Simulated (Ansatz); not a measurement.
Input file for Ansatz (a quantum-chemistry and plane-wave program): U-CCSD(T)/def2-SVP on CdF2 (SMILES [F][Cd][F]), a point of a bond scan (R = 2.610 Å). Elements past Kr take the def2 small-core potentials; no spin–orbit coupling.

Ansatz 0.2 input:
```yaml
crystal:
  periodic: [false, false, false]
  atoms:
    - {symbol: Cd, position_ang: [0.00000000, 0.00000000, 0.00000000]}
    - {symbol: F, position_ang: [-0.00000000, -0.00000000, -2.61021563]}
    - {symbol: F, position_ang: [0.00000000, 0.00000000, 1.93349306]}
basis:
  gaussian:
    orbitals: def2-SVP
correlation: {method: ccsd_t, electrons: outside_noble_gas}
scf: {omitted_lower_state_checks: [cluster_reference]}
magnetization: {spin_polarized: true, initial_magnetization: 0}
```

It printed:

```
WARN ansatz: RAYON_NUM_THREADS=1 ignored (pool sized by the plan → 1); use --threads N
Functional definition: HF
these checks for a lower state are left out or cut short: cluster_reference
integrals: 0.04 GiB planned
582 factors; integrals over basis functions are off by at most 7.1e-4 eV
mean field: 0.15 GiB planned
mean field evaluation 1: about -9941.0048 eV, gradient 3.4e1 eV
mean field evaluation 2: about -9941.0214 eV, gradient 3.4e1 eV
mean field evaluation 4: about -9945.2287 eV, gradient 1.6e0 eV
mean field evaluation 8: about -9945.2557 eV, gradient 1.3e-1 eV
mean field evaluation 16: about -9945.2308 eV, gradient 1.8e0 eV
mean field evaluation 32: about -9945.3031 eV, gradient 2.9e-6 eV
mean field evaluation 64: about -9941.0441 eV, gradient 1.4e-5 eV
mean field evaluation 96: about -9940.4832 eV, gradient 8.9e-1 eV
mean field evaluation 128: about -9940.2885 eV, gradient 4.7e0 eV
mean field evaluation 160: about -9945.2560 eV, gradient 4.1e-2 eV
mean field -9945.30306728 eV, -365.4831465540 hartree, gradient 8.2e-6 eV, S^2 0.466198; 16 other end points of the search recorded, 0 dependent functions left out
6 core orbitals not correlated
reference -9945.30306728 eV, -365.4831465540 hartree; 13, 13 occupied and 40, 40 virtual orbitals, 582 factors
second order -17.19582274 eV of doubles, -0.00000000 eV of singles
coupled cluster: 0.18 GiB planned
cycle   1  -16.76953903 eV  change    3.7e-1 eV  update   1.2e-1
cycle   2  -17.13446687 eV  change   -3.6e-1 eV  update   5.8e-2
cycle   3  -17.38659200 eV  change   -2.5e-1 eV  update   5.3e-2
cycle   4  -17.48274569 eV  change   -9.6e-2 eV  update   3.3e-2
cycle   5  -17.51879566 eV  change   -3.6e-2 eV  update   2.1e-2
cycle   6  -17.55951992 eV  change   -4.1e-2 eV  update   1.1e-2
cycle   7  -17.58866384 eV  change   -2.9e-2 eV  update   5.9e-3
cycle   8  -17.59392052 eV  change   -5.3e-3 eV  update   3.4e-3
cycle   9  -17.59710816 eV  change   -3.2e-3 eV  update   1.7e-3
cycle  10  -17.59991519 eV  change   -2.8e-3 eV  update   7.4e-4
cycle  11  -17.59965761 eV  change    2.6e-4 eV  update   2.9e-4
cycle  12  -17.59980410 eV  change   -1.5e-4 eV  update   1.3e-4
cycle  13  -17.59988875 eV  change   -8.5e-5 eV  update   6.3e-5
cycle  14  -17.59989422 eV  change   -5.5e-6 eV  update   3.1e-5
cycle  15  -17.59992316 eV  change   -2.9e-5 eV  update   1.4e-5
cycle  16  -17.59994168 eV  change   -1.9e-5 eV  update   4.9e-6
coupled cluster: 0.18 GiB planned
perturbative correction -0.30750608 eV, -0.0113006399 hartree
WARN: these amplitudes may be one of several solutions (largest doubles amplitude 0.12, level shift 0.23 eV)
Total energy: -9963.21051504 eV, -366.1412331210 hartree
Checks for a lower state left out: cluster_reference
```

The run converged. Its determinant has ⟨S²⟩ = 0.47, a mixture of spin states.

Warnings raised: other roots.

Cost: very roughly 9 core-seconds.
